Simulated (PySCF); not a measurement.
**`[SiH3]CO[Si@H](P)C[SiH3]`, C2H13OPSi3**

Cartesian coordinates in Å; atom numbers follow the order of the lines, from 1:
```xyz
20

Si    2.8111   -1.4593    0.0353
C     1.8438   -0.0539    0.8871
O     0.4779   -0.1256    0.5415
Si   -0.2835    0.7479   -0.5887
P     0.5031    2.8615   -0.4907
C    -2.1117    0.4896   -0.1731
Si   -2.6008   -1.3297    0.0673
H     2.6570   -1.3310   -1.4128
H     2.2682   -2.7374    0.4940
H     4.2154   -1.3142    0.4238
H     2.2384    0.9331    0.6180
H     1.9011   -0.1379    1.9766
H     0.0455    0.2814   -1.9475
H    -0.1325    3.1803    0.6966
H    -0.5117    3.4116   -1.2466
H    -2.3712    1.0480    0.7264
H    -2.7008    0.9219   -0.9804
H    -1.8706   -1.9363    1.1775
H    -4.0390   -1.3707    0.3635
H    -2.3447   -2.0687   -1.1710
```

The calculation used quadratic response CAM-B3LYP/def2-SVPD first hyperpolarisability, Taylor convention, gas phase in PySCF 2.14.0. Geometry: GFN2-xTB.

Question: Give the tensor of the second harmonic β(−2ω;ω,ω) at 694.3 nm in the axes of these coordinates.

Answer: In au, Taylor convention; rows are the first index (the induced dipole):
|  | xx | yy | zz | xy | xz | yz |
| --- | --- | --- | --- | --- | --- | --- |
| x | -122.8 | -56.1 | -14.4 | +84.9 | +29.9 | -25.1 |
| y | +88.4 | +27.2 | +9.7 | -52.2 | -26.7 | +46.3 |
| z | +29.6 | +44.4 | +46.9 | -25.8 | -13.7 | +10.3 |

Norm of βᵢ = ⅓ Σⱼ (βᵢⱼⱼ + βⱼᵢⱼ + βⱼⱼᵢ): 257.7 au, hyper-Rayleigh value 105.2 au.
